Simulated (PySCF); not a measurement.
# Electron correlation in K⁺ (potassium, charge +1)

[Ar], closed-shell 1S. Calculation: PySCF 2.14, in Sapporo-DKH3-DZP-2012 (6s5p1d, 26 functions); the spin-free X2C one-electron Hamiltonian (Gaussian nucleus). Frozen: [Ne] 3s2; 6 electrons correlated.

Total MP2 correlation energy: -140.09 mhartree.

Same-spin part -42.38 and opposite-spin part -97.71 mhartree; SCS-MP2 scales them by 1/3 and 6/5 to -131.38 mhartree.

```
  level  correlation energy (mhartree)
   CCSD                        -152.33
    (T)                          -0.43
CCSD(T)                        -152.76
```

Diagnostics: T1 = 0.0038, D1 = 0.0054, largest double amplitude 0.050.

Cost of the coupled-cluster step: 0.06 s of wall time on 1 thread of Neoverse-V1 (shared host), for 6 correlated electrons.

Iterations:

```
CC2 = 0
CCSD nocc = 3, nmo = 20
frozen orbitals [0, 1, 2, 3, 4, 5]
max_cycle = 100
direct = 0
conv_tol = 1e-08
conv_tol_normt = 1e-06
diis_space = 8
diis_start_cycle = 0
Init t2, MP2 energy = -601.437256586121  E_corr(MP2) -0.140090235500093
Init E_corr(CCSD) = -0.140090235507061
cycle = 1  E_corr(CCSD) = -0.150634944451872  dE = -0.0105447089  norm(t1,t2) = 0.0188943
cycle = 2  E_corr(CCSD) = -0.151922582273001  dE = -0.00128763782  norm(t1,t2) = 0.00440862
cycle = 3  E_corr(CCSD) = -0.152326417512119  dE = -0.000403835239  norm(t1,t2) = 0.0013632
cycle = 4  E_corr(CCSD) = -0.15232669619472  dE = -2.786826e-07  norm(t1,t2) = 6.37745e-05
cycle = 5  E_corr(CCSD) = -0.152326944335665  dE = -2.48140945e-07  norm(t1,t2) = 5.46954e-06
cycle = 6  E_corr(CCSD) = -0.152326948594431  dE = -4.25876606e-09  norm(t1,t2) = 3.99663e-07
CCSD converged
E(CCSD) = -601.449493299215  E_corr = -0.1523269485944306
CCSD(T) correction = -0.000430317556562039
```
